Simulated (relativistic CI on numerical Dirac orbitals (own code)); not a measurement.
## Ti³⁺: sensitivity of the levels to the model

Base calculation: Dirac-Coulomb-Breit CI, separate exchange-only KLI orbitals for each configuration, QED by a radiative potential, valence Slater integrals scaled by 0.85, P86 correlation energy added to each configuration.

Configurations in the expansion (outside the closed core [Ne]): 3s2 3p6 3d, 3s2 3p6 4s, 3s2 3p6 4p, 3s2 3p5 3d2, 3s2 3p6 4d, 3s2 3p6 5s, 3s2 3p6 5p, 3s2 3p6 4f, 3s2 3p6 5d, 3s2 3p6 6s, 3s2 3p6 6p, 3s2 3p6 5f, 3s2 3p6 5g, 3s2 3p6 6d, 3s2 3p6 7s, 3s2 3p6 7p, 3s 3p6 3d2, 3s2 3p5 3d 4s. Double excitations out of closed p, d and f shells are left out; levels of such configurations are missing from the list, as are those of other unlisted configurations, and high levels can miss mixing partners.

Variants: (1) Slater integrals left unscaled; (2) self-excluded LDA correlation estimate; (3) QED terms removed. Shifts of the energy above 3s2 3p6 3d 2D_3/2, in cm⁻¹, for the lowest level and the first level of each name with at least 55 % of one term (blank where a level changes its place among those of its configuration and J or its character, or is not in the variant):

```csv
Level,Base,Δ(1),Δ(2),Δ(3),Measured
3s2 3p6 3d 2D_3/2,0.0,0.0,0.0,0.0,0.0
3s2 3p6 3d 2D_5/2,347.8,0.0,0.0,-1.9,382.1
3s2 3p6 4s 2S_1/2,84574.5,+169.4,+1484.9,-55.6,80388.9
3s2 3p6 4p 2P°_1/2,130107.1,-230.4,+2382.0,-17.3,127921.4
3s2 3p6 4p 2P°_3/2,130882.4,-226.9,+2382.0,-19.3,128739.6
3s2 3p6 4d 2D_3/2,198934.7,+160.5,+4548.2,-18.7,196804.3
3s2 3p6 4d 2D_5/2,199013.5,+160.5,+4548.2,-19.0,196890.0
3s2 3p6 5s 2S_1/2,213661.9,+169.5,+4949.4,-34.9,212407.3
3s2 3p6 5p 2P°_1/2,231735.7,+63.1,+4746.5,-19.6,230608.9
3s2 3p6 5p 2P°_3/2,232028.5,+62.5,+4746.4,-20.5,230924.4
3s2 3p6 4f 2F°_5/2,239635.6,-83.3,+1645.2,-21.3,236135.3
3s2 3p6 4f 2F°_7/2,239641.9,-81.4,+1645.5,-21.4,236142.3
3s2 3p5 3d2 4D°_1/2,260078.1,-6887.3,-194.4,-5.3,
3s2 3p5 3d2 4D°_3/2,260336.1,-6877.1,-194.4,-6.1,
3s2 3p6 5d 2D_3/2,260520.5,+166.3,+4757.6,-20.1,258838.5
3s2 3p6 5d 2D_5/2,260553.4,+166.3,+4757.6,-20.3,258877.1
3s2 3p5 3d2 4D°_5/2,260772.3,-6861.2,-194.4,-7.5,
3s2 3p5 3d2 4D°_7/2,261410.9,-6845.5,-194.4,-9.6,
3s2 3p6 6s 2S_1/2,266520.2,+169.5,+5386.7,-27.7,
3s2 3p5 3d2 4G°_11/2,272919.0,-4505.7,-194.4,-5.6,
3s2 3p5 3d2 4G°_9/2,273939.9,-4468.1,-194.4,-6.7,
3s2 3p5 3d2 4P°_5/2,274441.4,-4356.8,-194.4,-6.5,
```

Correlation outside the listed configurations is missing or only estimated: errors of thousands of cm⁻¹ between configurations and terms are usual at this charge. Rates and lifetimes follow the computed energies and can be off by large factors. The fine structure of a lone outer electron comes out too small, for d and f at times inverted, and misplaced configurations move strength between like terms. 23 of the 29 excited levels that our extract of the measured tables holds in this range could be paired (the sources list more); they are missed by 2282 cm⁻¹ on average and 10745 at most, and levels without a partner can miss by more.

Measured levels: Corliss and Sugar, J. Phys. Chem. Ref. Data 8, 1 (1979).

Ionisation energy from the two ground configurations alone: base 43.46 eV; self-excluded LDA correlation estimate 43.92 eV. The NIST ASD value (measured) is 43.2672 eV.
